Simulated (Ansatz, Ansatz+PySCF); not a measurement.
```xyz
2

H     0.0000    0.0000   -1.1180
F     0.0000    0.0000    0.1242
```

Basis set: 6-31G (spherical functions). Left uncorrelated: 1 orbital. Charge 0, multiplicity 1.

Computed with Ansatz (development build ahead of 0.2.0); each method stands on the lowest determinant of its kind that the runs found. Restricted open shells among the atoms or ions are ROHF, correlated in semicanonical orbitals with singles. Restricted functionals stand beside restricted open-shell atoms, which can lie above the unrestricted atoms usual in DFT and then raise those values.

Question: Give the atomization energy at this shape (free ground-state atoms in the same class of orbitals less the molecule, no zero-point energy) of singlet HF by PBE0 (restricted), RHF-CCSD(T), RHF-MP2, RHF.

Answer:

```tsv
method	atomization energy
PBE0 (restricted)	3.84 eV
RHF-CCSD(T)	3.52 eV
RHF-MP2	3.54 eV
RHF	1.78 eV
```

Caution for RHF-CCSD(T), RHF-MP2: bonds are stretched, where a single reference can fail.

This basis has no polarisation functions and is too small for such energies, which can lie far from measured ones in either direction.
